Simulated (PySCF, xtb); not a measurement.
sulfuric acid anion (H₂O₄S), SMILES O=S(=O)(O)O (connectivity only; charge and spin as stated), charge -1, multiplicity 2. The values are those of a single conformer.

Harmonic wavenumbers (cm⁻¹) from GFN2-xTB (xtb) at its own minimum, in rising order: 165, 197, 218, 261, 323, 361, 446, 499, 573, 727, 737, 1030, 1115, 3684, 3694.

What does PBE0-D3(BJ)/def2-SVPD (PySCF) give at its own minimum? (An estimate is asked for; the answer gives what the named calculation found.)

172, 194, 221, 231, 318, 374, 392, 515, 552, 944, 947, 1065, 1227, 3854, 3855. Paired by order, the mean absolute difference is 71 cm⁻¹ and the zero-point energies are 20.1 and 21.2 kcal/mol.
